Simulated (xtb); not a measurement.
I3Si (SMILES I[Si](I)I), doublet, at a GFN2-xTB geometry. Base run: GFN2-xTB (xtb).

Input for xtb:
```
$ xtb mol.xyz --gfn 2 --uhf 1 --json

# file mol.xyz
4

I     -1.93127252    -1.33453319    -0.03701836
Si     0.01593701    -0.00484828     0.77588505
I      2.11920502    -1.00358043    -0.11814888
I     -0.19214227     2.33939430    -0.04978353
```

The base run was repeated with changes; each row names its change, and settings that it needs were set with it.

```tsv
change	ΔE vs base (mEh)	dipole (D)	SCF cycles
base	0.000	2.42	14
etemp = 10000	-63.545	1.31	12
alpb = hexane	-13.458	2.50	14
acc = 1000	0.006	2.41	10
```

ALPB and GBSA are two models with their own fitted parameters for each solvent, which aren't always the measured dielectric constant.
